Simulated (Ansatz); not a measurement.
A structure relaxed at B3LYP-D4/def2-SVP in Ansatz, charge 1, doublet:

```
atom    x (Å)    y (Å)    z (Å)
 Cu1   0.8918  -0.2689   0.2114
 Cu2  -2.5650   0.7751  -0.6125
  F3   2.4839  -0.7543   0.5938
  F4  -0.8107   0.2480  -0.1927
```

Problem. Give its formula and point group.

Solution. the cluster Cu2F2⁺. Point group C∞v (tolerance 0.1 Å).

Problem. Summarise the bond lengths by kind (pairs closer than 1.2 times the sum of covalent radii, bridged metal pairs left out).

Solution. 3 × Cu–F 1.71 to 1.88 Å.

The structure comes from a short search, and lower isomers may exist.
